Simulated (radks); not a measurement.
Ir, 77 electrons, occupied as [Xe] 4f14 5d7 6s2. Method: scalar-relativistic Kohn-Sham, BLYP, spin-polarised, spherical densities, point nucleus; open shells are filled with parallel spins first (spin-orbit coupling, left out, can overturn this in heavy ions); computed with a radial shooting solver on a logarithmic mesh with Libxc functionals.

Normalised radial functions P(r) = r R(r), r in bohr:

r,5p up,6s up,5d down
0.001404,0.0037,0.0300,0.0000
0.001903,0.0061,0.0368,0.0000
0.002579,0.0101,0.0444,0.0001
0.003496,0.0166,0.0522,0.0002
0.004738,0.0270,0.0593,0.0004
0.006472,0.0441,0.0638,0.0010
0.008772,0.0697,0.0626,0.0022
0.01189,0.1068,0.0522,0.0047
0.01611,0.1566,0.0289,0.0102
0.02201,0.2162,-0.0095,0.0218
0.02983,0.2665,-0.0555,0.0434
0.04043,0.2762,-0.0928,0.0809
0.05479,0.1999,-0.0932,0.1378
0.07426,0.0094,-0.0333,0.2062
0.1014,-0.2525,0.0744,0.2549
0.1375,-0.3955,0.1418,0.2208
0.1863,-0.2199,0.0736,0.0552
0.2525,0.2458,-0.1084,-0.2023
0.345,0.5816,-0.2021,-0.3797
0.4676,0.3100,-0.0337,-0.2714
0.6337,-0.4299,0.2447,0.1147
0.8588,-1.0182,0.3000,0.5564
1.164,-1.0356,0.0075,0.8022
1.59,-0.6330,-0.4209,0.7700
2.155,-0.2494,-0.6566,0.5709
2.921,-0.0603,-0.6131,0.3444
3.958,-0.0080,-0.4007,0.1685
5.407,-0.0005,-0.1797,0.0619
7.329,0.0000,-0.0537,0.0163
9.932,0.0000,-0.0095,0.0027

5p up: eigenvalue -55.218 eV, 3 radial nodes at r = 0.0751, 0.218, 0.537 bohr, <r> = 1.14 bohr, 90 % of the charge inside 1.65 bohr. 6s up: eigenvalue -6.593 eV, 5 radial nodes at r = 0.0206, 0.0823, 0.213, 0.485, 1.17 bohr, <r> = 2.86 bohr, 90 % of the charge inside 4.28 bohr. 5d down: eigenvalue -6.045 eV, 2 radial nodes at r = 0.200, 0.587 bohr, <r> = 1.76 bohr, 90 % of the charge inside 2.81 bohr.
